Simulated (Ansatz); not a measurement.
Ideal-gas functions of CH3AlINO (`[I][Al]1[NH]C[O]1`) at 500 K and 1 bar, from an Ansatz frequency run at PBE0-D4/def2-TZVP.

Molar mass 198.93 g/mol, point group Cs (symmetry number 1), electronic degeneracy 1, moments of inertia 44.085, 607.203, 648.051 u Å². Harmonic wavenumbers (cm⁻¹, unscaled): 127, 130, 217, 247, 362, 640, 756, 925, 996, 1007, 1113, 1174, 1202, 1366, 1537, 2996, 3033, 3712.

Use S(trans) = R[1.5 ln M + 2.5 ln T − 1.1517]; rotational temperatures θ = 24.2544 K / I; S(rot) = R[ln(√π/σ · √(T³/θAθBθC)) + 1.5]; for each mode x = 1.438777 ν̃/T, S = R[x/(eˣ − 1) − ln(1 − e⁻ˣ)] and H = RT x/(eˣ − 1); 1 cm⁻¹ = 0.0119627 kJ/mol; R = 8.31446 J/(mol·K).

Question: By hand: the entropy, in J/(mol·K).

Answer: Translation 185.6. Rotation: θ = 0.5502, 0.0399, 0.0374 K, giving 124.3. Vibration, mode by mode: 16.73, 16.54, 12.36, 11.33, 8.34, 4.32, 3.32, 2.26, 1.93, 1.88, 1.47, 1.28, 1.20, 0.82, 0.55, 0.01, 0.01, 0.00, in all 84.4. Electronic 0.0. Sum 394.3 J/(mol·K).

Question: By hand: H − E and G − E in kJ/mol, counted from the electronic energy.

Answer: Zero-point energy ½ × 21540 × 0.0119627 = 128.8; thermal vibration 22.0; translation, rotation and pV give 4 RT = 16.6. H − E = 167.4 kJ/mol, and G − E = 167.4 − 500 × 394.3/1000 = -29.8 kJ/mol.

Vibration gives 21 % of the entropy, 33.3 J/(mol·K) of it from the modes under 150 cm⁻¹: soft modes count most, and the harmonic formula is weakest for them.
